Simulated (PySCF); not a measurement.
## Vanadium: a sound run and one with changed settings

Sound run: V⁺ [Ar] 3d4, V²⁺ [Ar] 3d3. Computed with PySCF 2.14 in 6-31G* (5s4p2d1f, 34 functions), with the non-relativistic Hamiltonian (point nucleus). In the sound run the correlated levels freeze [Ar]. The sound run starts from symmetry-adapted Hartree-Fock orbitals and uses a fine grid where one is needed.

A second run was set up differently.

```
species  method  sound run (hartree)  changed run (hartree)  converged
     V⁺     UHF                  n/a             -932.74344        yes
     V⁺   B3LYP           -943.55480             -933.56423        yes
     V⁺  r2SCAN           -943.50705             -933.58410        yes
     V⁺     MP2                  n/a             -932.74384        yes
    V²⁺     UHF           -942.08761             -932.43195        yes
    V²⁺   B3LYP           -943.03481             -933.21662        yes
    V²⁺  r2SCAN           -942.99340             -933.23455        yes
    V²⁺     MP2           -942.09937             -932.43205        yes
```

Ionisation energy of V⁺:

| method | sound run (eV) | changed run (eV) |
| --- | --- | --- |
| UHF | n/a | 8.476 |
| B3LYP | 14.149 | 9.459 |
| r2SCAN | 13.977 | 9.512 |
| MP2 | n/a | 8.484 |
| SCS-MP2 | n/a | 8.479 |

What was changed?
A. radial grid too coarse
B. minimal basis
C. too few SCF iterations
D. all electrons correlated in a valence basis

B. It used basis STO-3G. A minimal basis cannot let orbitals breathe on ionisation and holds almost no correlation.
